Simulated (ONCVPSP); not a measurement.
What one change does to a pseudopotential (S (Z = 16), ONCV)

S, optimised norm-conserving Vanderbilt (ONCV), made with ONCVPSP 4.0.1 (PBEsol, scalar-relativistic). Core [He], reference 2s2 2p6 3s2 3p3 (charge +1). Waves: 2s+3s: rc 0.95 bohr, ncon 4, nbas 7, qcut 16.2 1/bohr, 2 projectors; 2p+3p: rc 0.90 bohr, ncon 4, nbas 9, qcut 15.2 1/bohr, 2 projectors; d scattering state at 0.03 Ha: rc 1.00 bohr, ncon 4, nbas 7, qcut 11.4 1/bohr, 1 projector. Local part: polynomial inside 0.65 bohr (lpopt 5, dvloc0 3 Ha). Core correction: none.

All-electron outer shells of the reference configuration (PBEsol, scalar-relativistic, ld1.x):

| shell | level (eV) | outermost node (bohr) | outermost maximum (bohr) |
| --- | --- | --- | --- |
| 1s | -2413.71 | – | 0.06 |
| 2s | -222.97 | 0.13 | 0.39 |
| 2p | -168.07 | – | 0.33 |
| 3s | -27.56 | 0.60 | 1.39 |
| 3p | -16.76 | 0.58 | 1.55 |

Change: all radii scaled by about 0.82 (s 0.78, p 0.74, d 0.82 bohr); local potential polynomial inside 0.54 bohr (lpopt 5, dvloc0 3 Ha).

Cutoffs: the cutoffs (Ha) at which the residual kinetic energy of the hardest occupied pseudo-wave falls to 1 and 0.1 mHa per electron; they do not see the model core or the augmentation charge, which bear on the density cutoff. Errors are all-electron minus pseudo energies relative to the spin-unpolarised reference configuration.

Predict the effect on cutoff, ghosts and configuration errors.

The potential gets harder (98 Ha and 108 Ha → 119 Ha and 467 Ha); of the 4 tests that both files solve, the error grows in 0 and shrinks in 2 by more than 15 % and 0.3 meV (median size 3.9 → 4.1 meV); neither file shows a bound ghost. A smaller radius makes the pseudo-wave follow the all-electron one further in, where it bends more sharply, so more plane waves are needed.

```csv
quantity,base,changed
"cutoff, loose",98 Ha,119 Ha
"cutoff, tight",108 Ha,467 Ha
loose cutoff by channel,"s 43 Ha, p 98 Ha","s 77 Ha, p 119 Ha"
bound ghosts,none,none
GHOST(+) flags under 300 eV,none,none
"error for 2s2 2p6 3s2 3p4, meV [ΔE -11.73 eV]",+0.6,+0.1
"error for 2s2 2p6 3s2 3p2, meV [ΔE 22.24 eV]",+0.9,+1.2
"error for 2s2 2p6 3s2 3p1, meV [ΔE 56.24 eV]",+6.9,+7.0
"error for 2s2 2p5 3s2 3p4, meV [ΔE 161.75 eV]",+1097,+656
```
